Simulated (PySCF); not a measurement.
RbF, SMILES [F][Rb]. The structure is a stationary point at B3LYP-D3(BJ)/def2-TZVPD. The def2 effective core potentials stand for the cores of Rb; spin–orbit coupling is left out.

Computed equilibrium geometry at B3LYP-D3(BJ)/def2-TZVPD (PySCF confirms it by a frequency run) as Cartesian coordinates in Å, and its point group:
point group C∞v.
```xyz
2

Rb     0.0000     0.0000    -0.4634
F      0.0000     0.0000     1.9050
```
